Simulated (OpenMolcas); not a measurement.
**Rh2+ in a point-charge field**

Rh2+ among 6 point charges of -1.7 e arranged as an octahedron (Oh), 2.02 Å from the ion.
```
   2.0200    0.0000    0.0000  -1.70
   0.0000    2.0200    0.0000  -1.70
  -2.0200    0.0000    0.0000  -1.70
   0.0000   -2.0200    0.0000  -1.70
   0.0000    0.0000    2.0200  -1.70
   0.0000    0.0000   -2.0200  -1.70
```

| Quantity | Value |
| --- | --- |
| Program | OpenMolcas 26.06 |
| Method | CASSCF |
| Basis | ANO-RCC-VDZP [6s5p3d1f] |
| Scalar Hamiltonian | DKH2, point nucleus |
| Active space | 7 electrons in 5 orbitals (4d) |
| State averaging | 2S+1 = 4 even, 10 roots; 2S+1 = 2 even, 40 roots |
| Spin-orbit coupling | RASSI with atomic mean-field integrals over the reference wave functions |

The lowest spin-free states (labels of O, the rotations of Oh), above the lowest:

```
State  Degeneracy  E (cm-1)  Free-ion L (%)
  4T1           3       0.0          F (96)
   2E           2      8375          G (49)
  4T2           3      8730         F (100)
  2T1           3     15311          G (57)
  2T2           3     16247          G (71)
  4A2           1     18887         F (100)
  2T1           3     20438          P (65)
  4T1           3     20772          P (96)
  2A1           1     22322         G (100)
  2T2           3     24958          H (62)
  2T1           3     25764          H (68)
   2E           2     27457          H (54)
  2T2           3     30879          D (70)
  2T1           3     32408          H (56)
   2E           2     33697          G (50)
  2T2           3     37359          F (92)
  2A2           1     39977         F (100)
  2T1           3     40641          F (73)
   2E           2     57668          D (99)
  2T2           3     59299          D (90)
```

The lowest levels with spin-orbit coupling:

| E (cm-1) | Degeneracy | Label | 2S+1 | g |
| --- | --- | --- | --- | --- |
| 0.0 | 2 | Γ6 | 4 | 4.58 4.58 4.58 |
| 724.5 | 4 | Γ8 | 4 |  |
| 1857 | 4 | Γ8 | 4 |  |
| 2448 | 2 | Γ7 | 4 | 0.70 0.70 0.70 |
| 9806 | 4 | Γ8 | 4 (57 %) |  |
| 10034 | 2 | Γ6 | 4 | 2.62 2.62 2.62 |
| 10243 | 4 | Γ8 | 2 (58 %) |  |
| 10282 | 4 | Γ8 | 4 |  |
| 10786 | 2 | Γ7 | 4 | 2.57 2.57 2.57 |
| 16413 | 4 | Γ8 | 2 |  |
| 17541 | 2 | Γ6 | 2 | 1.40 1.40 1.40 |
| 18077 | 4 | Γ8 | 2 |  |
| 18543 | 2 | Γ7 | 2 | 0.56 0.56 0.56 |
| 20084 | 4 | Γ8 | 2 (52 %) |  |
| 20619 | 4 | Γ8 | 4 (84 %) |  |
| 21679 | 2 | Γ6 | 2 (70 %) | 1.62 1.62 1.62 |
| 21754 | 2 | Γ7 | 4 | 2.36 2.36 2.36 |
| 21799 | 4 | Γ8 | 4 |  |
| 23373 | 2 | Γ6 | 2 (58 %) | 2.32 2.32 2.32 |
| 24124 | 4 | Γ8 | 4 (58 %) |  |

Powder χT (cm3 K/mol): 1.97 at 2 K, 2.02 at 10 K, 2.22 at 50 K, 2.47 at 100 K, 2.96 at 200 K, 3.33 at 300 K. The effective moment at 300 K is 2.828 √(χT) = 5.16 μB.

The lowest level has 2S+1 = 4, for which the spin-only value is χT = S(S+1) / 2 = 1.875 cm3 K/mol (g = 2). The computed 3.334 at 300 K differs by +1.459, through orbital momentum, spin-orbit coupling and any other state in reach. With a threefold ground state the orbital momentum is unquenched, so the spin-only value is not expected to hold.

A least-squares ligand-field fit to the states below 45000 cm-1, each weighted by its degeneracy and with a free common offset, gives 10Dq = 9363 cm-1, B = 880 cm-1 and C = 3515 cm-1 (C/B = 3.99), with an rms deviation of 278 cm-1.

An orbital triplet at a regular site is open to Jahn-Teller coupling, which can distort the site and quench the lowest spin-orbit gaps and is left out. Without dynamic correlation the repulsion within the d shell is too large (B by tens of per cent), so at a given field states of lower spin stand too high. This shell can be high or low spin here, a state of another spin lies low, and with metal d orbitals alone active their balance is uncertain, so the ground spin may be wrong. Point charges give a weaker field than real ligands, and real ions of this kind are as a rule low spin; the high spin found here belongs to the model. This is an electrostatic model: the charges have no orbitals. No measured value stands beside these numbers.
